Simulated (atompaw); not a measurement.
# Pseudopotential generation for zinc (Zn): PAW (atompaw), PBE, scalar-relativistic.

Zn (Z = 30), PAW, made with atompaw 4.2.0.5 (PBE, scalar-relativistic). Core [Ne], reference 3s2 3p6 3d10 4s1 4p0 (charge +1). Waves: 3s (bound): rc 1.25 bohr; 4s (bound): rc 1.30 bohr; 3p (bound): rc 1.05 bohr; 4p (bound, empty): rc 1.30 bohr; 3d (bound): rc 1.20 bohr; 3d channel at -1.05 Ry: rc 1.30 bohr. Local part: troulliermartins scheme with l = 3 at 0 Ry, radius 1.05 bohr. Core correction: smooth core density matched at 1.05 bohr. Augmentation charge: besselshape compensation charge, radius 1.20 bohr; PAW radius 1.30 bohr; waves and projectors: modrrkj vanderbiltortho.

All-electron outer shells of the reference configuration (PBE, scalar-relativistic, ld1.x):

```
shell  level (eV)  outermost node (bohr)  outermost maximum (bohr)
   2p    -1013.55                      –                      0.15
   3s     -138.90                   0.28                      0.59
   3p      -93.08                   0.25                      0.59
   3d      -19.76                      –                      0.57
   4s      -14.00                   0.84                      1.99
   4p       -7.78                   0.91                      2.55
```

Question: Does this generation succeed?

Answer: No. atompaw 4.2.0.5 stopped with "atompaw: The overlap operator has at least one negative eigenvalue!": the overlap operator built from these waves and projectors is not positive definite.
